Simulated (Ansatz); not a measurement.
`O[SiH2]N[SiH2][SiH3]` + `CC(O)O` → `CC(O)O[SiH3]` + `O[SiH2]N[SiH3]`  (cleavage of the Si–Si bond)

Calculated with Ansatz (gas phase, PBE0-D4/def2-TZVP geometries, no zero-point term in ΔE). CCSD(T)/CBS adds triple-zeta CCSD(T) − MP2 to the extrapolated MP2 energy (def2 sets, frozen cores). DFT in def2-TZVPP. Each species was taken in one conformer, which may not be the lowest.

**Question.** Is it downhill or uphill in electronic energy at CCSD(T)/CBS, and by how much? (Estimate.)

**Answer.** The calculation gave: Downhill: ΔE = -18.5 kcal/mol.

**Question.** What do these levels give: B2PLYP, PBE, SCS-MP2/def2-TZVPP, CCSD(T)/def2-TZVPP, HF/def2-QZVPP, MP2/def2-QZVPP? (Estimate.)

**Answer.** Computed: B2PLYP -20.1, PBE -13.0, SCS-MP2/def2-TZVPP -21.7, CCSD(T)/def2-TZVPP -18.5, HF/def2-QZVPP -25.5, MP2/def2-QZVPP -20.7 kcal/mol.

Largest T1 diagnostic among the species: 0.012.

In def2-TZVPP, CCSD(T) changes the Hartree–Fock value by +6.4 kcal/mol (the triples alone add +0.8 kcal/mol) and MP2 by +4.5 kcal/mol. From PBE to PBE0 (25 % exact exchange), in def2-TZVPP and without D4, ΔE moves by −1.5 kcal/mol.
